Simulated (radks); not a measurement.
Task: These are the eigenvalues of the occupied orbitals of an atom or ion with whole-number occupations (eV). All-electron calculation, Dirac Kohn-Sham, relativistic LDA (MacDonald-Vosko exchange, VWN5 correlation), spin-unpolarised, spherical densities, finite nucleus; Fermi nuclear charge, rms radius of each element as measured or else 0.836 A^(1/3) + 0.57 fm. Program: a radial shooting solver on a logarithmic mesh with Libxc functionals.

1s1/2: -61336.18
2s1/2: -12400.23
2p1/2: -11963.28
2p3/2: -10986.28
3s1/2: -4464.664
3p1/2: -4283.054
3p3/2: -4054.076
3d3/2: -3763.216
3d5/2: -3710.808

Which element is it, and in what charge state? The configuration may be excited. Open shells, if any, fill j = l - 1/2 first.

Result: Z = 69, thulium, charge +45: Tm45+ in [Ar] 3d6. The list shows which subshells hold electrons but not how many an open one holds; the 1s level, -2254.1 hartree, gives Z - s = 67.1 by -(Z - s)^2/2, which with screening and relativity narrows Z to a few neighbours, and the depths of the outer levels then fix element, charge and occupations together.
